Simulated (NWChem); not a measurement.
System: diboron tetrafluoride (B2F4); SMILES FB(F)B(F)F

Input file for NWChem:

```
start job
memory heap 200 mb stack 900 mb global 1100 mb
geometry units angstroms noautoz
  F      0.793358    -0.793358     1.552834
  B      0.000000     0.000000     0.861218
  F     -0.793358     0.793358     1.552834
  B      0.000000     0.000000    -0.861218
  F     -0.793358    -0.793358    -1.552834
  F      0.793358     0.793358    -1.552834
end
basis spherical
  * library def2-tzvpd
end
dft
  xc b3lyp
  iterations 150
  semidirect filesize 400000000
  mulliken
end
task dft energy
```

Structure relaxed at the PBE0/def2-SVP level.

### Question
Predict the main results of this run. (B3LYP/def2-TZVPD.) Quantities: energy (Ha); highest occupied level (eV); orbital gap (eV).

### Answer
| Property | Result |
|---|---|
| energy (Ha) | -449.51 |
| highest occupied level (eV) | -9.85 |
| orbital gap (eV) | 8.66 |
